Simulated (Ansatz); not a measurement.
The standard entropy of GeS (germanium sulfide) from a frequency calculation

A linear singlet with charge 0, relaxed at MP2/Sapporo-QZP, 14 core orbitals frozen (Ansatz 0.2.0):

```xyz
2

S     0.0000    0.0000   -0.0003
Ge    0.0000    0.0000    2.0124
```

Harmonic wavenumbers in cm⁻¹: 589.

Masses in u: S 32.06, Ge 72.63. Take T = 298.15 K, p = 1 bar, R = 8.3145 J/(mol K), kT/hc = 207.22 cm⁻¹, rigid rotor and harmonic oscillator.

Problem. Work out S° at 298 K.

Solution. 
1. Translation (Sackur–Tetrode): S = R[3/2 ln M + 5/2 ln T − 1.1517] with M = 104.69 gives 166.9 J/(mol K).
2. Rotation: the moment of inertia is 90.102 u Å², so B = 16.8576/I = 0.1871 cm⁻¹; σ = 1; q = kT/(σhcB) = 1107.5; S = R(ln q + 1) = 66.6.
3. Vibration: with u = ν̃/207.22, each mode gives R[u/(eᵘ − 1) − ln(1 − e⁻ᵘ)]; the sum is 2.0, most from 589 cm⁻¹ (2.0).
4. Electronic: R ln 1 = 0.0, from the spin multiplicity alone.
5. Sum: 166.9 + 66.6 + 2.0 + 0.0 = 235.5 J/(mol K).

No measured value is set beside it here.
